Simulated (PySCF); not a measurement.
Computed with PBE-D3(BJ)/def2-TZVP // B3LYP-D3(BJ)/def2-SVP (PySCF). All species are isolated molecules in the gas phase. One relaxed conformer stands for a flexible species; it need not be the lowest. Excitations are Tamm–Dancoff values on a coarser integration grid. The basis has no diffuse functions, so Rydberg states are missing or too high.

Reference species (SMILES): `Bc1c(F)cc2cccccc1-2` (neutral, multiplicity 1).

The HOMO–LUMO gap is 2.47 eV, the LUMO is -3.19 eV and the T1 excitation (TDA) comes out as 2.28 eV.

After one change: the HOMO–LUMO gap falls by 0.94 eV; the LUMO falls by 0.54 eV; the T1 excitation (TDA) falls by 0.89 eV.

Which change was made? The new species is one of these.
(A) `Bc1ccc(F)c2cccc-2c1`
(B) `Bc1cc(F)cc2cccc-2c1`
(C) `Bc1cc(F)ccc2cccc1-2`
(D) `Bc1cc2cccc-2ccc1F`

C, `Bc1cc(F)ccc2cccc1-2`
